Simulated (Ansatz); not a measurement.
```xyz
15

C     0.219    1.620    1.593
Si    0.604    0.384    0.247
C    -0.428    0.294   -1.328
C    -0.307   -1.248   -1.195
C    -0.038   -1.387    0.328
H     0.491    2.631    1.280
H    -0.846    1.615    1.839
H     0.780    1.390    2.503
H     2.066    0.423   -0.057
H    -1.456    0.620   -1.143
H    -0.092    0.726   -2.270
H     0.564   -1.598   -1.755
H    -1.173   -1.809   -1.560
H    -0.978   -1.439    0.885
H     0.592   -2.222    0.633
```

Total charge 0; spin multiplicity 1.

(1) List the PBE0/def2-TZVPP orbital energies in eV (the Gaussian-basis code of Ansatz). (An estimate is asked.)

Answers

(1) Ansatz gave: Occupied: -1801.96, -278.20, -277.68, -277.55, -277.55, -144.29, -98.94, -98.94, -98.93, -22.22, -19.53, -18.28, -16.29, -13.78, -12.82, -11.84, -11.39, -11.32, -10.80, -9.50, -9.50, -8.70, -7.97, -7.54. Lowest empty: 1.06, 1.17, 1.41, 1.74, 2.75, 2.95, 2.95, 3.08.
